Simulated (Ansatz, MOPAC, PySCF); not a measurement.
Complex: H2S (SMILES S) (first 3 atoms) with CHN (SMILES C#N); geometry from B3LYP-D3(BJ)/def2-TZVP, rigid monomers moved along the line of their centres of mass till H2···N5 is 3.33 Å.
(charge 0, multiplicity 1):
| atom | x (Å) | y (Å) | z (Å) |
|---|---|---|---|
| S | 0.2190 | 0.0231 | -0.8022 |
| H | 0.3110 | -0.0499 | 0.5374 |
| H | -0.0105 | -1.2940 | -0.9229 |
| C | 0.6493 | -0.1371 | 4.9945 |
| N | 0.5481 | -0.1918 | 3.8551 |
| H | 0.7432 | -0.0865 | 6.0562 |

Counterpoise-corrected where a basis set is named; no monomer relaxation. Rows marked so take none.

Correlated levels freeze the cores. CBS: X⁻³ extrapolation of the correlation energy, Hartree–Fock from the larger set. Rows in 6-311+G**, 6-31G*, STO-3G carry no dispersion term and start afresh at each structure (6-31G* with six Cartesian d functions). MP2/6-31G* freezes PySCF's default core. The state that PM6 reach isn't checked.

The values were computed with Ansatz (a program for electronic structure); MOPAC for PM6 (differences of heats of formation); PySCF for 6-311+G** rows, 6-31G* rows, STO-3G rows, the dispersion terms. 

Other levels give for the interaction energy: PBE/def2-TZVPPD -4.6; B3LYP/def2-TZVPPD -3.6; B3LYP-D3(BJ)/def2-TZVPPD -4.8; wB97M-V/def2-TZVPPD -4.8; CCSD(T)/CBS(aug-cc-pV(D+d)Z, aug-cc-pV(T+d)Z) -5.1 kJ/mol.

Common cheap choices:

```
level                              interaction energy (kJ/mol)  less -5.1 (CCSD(T)/CBS(aug-cc-pV(D+d)Z, aug-cc-pV(T+d)Z))
---------------------------------  ---------------------------  ---------------------------------------------------------
PM6                                                       -4.8                                                        0.3
HF/STO-3G (no counterpoise)                               -2.3                                                        2.8
HF/6-31G* (no counterpoise)                               -4.8                                                        0.3
BP86/6-31G* (no counterpoise)                             -4.3                                                        0.7
B3LYP/6-31G* (no counterpoise)                            -5.0                                                        0.1
B3LYP/6-311+G** (no counterpoise)                         -4.6                                                        0.4
MP2/6-31G*                                                -5.2                                                       -0.1
MP2/6-31G* (no counterpoise)                              -6.1                                                       -1.0
```
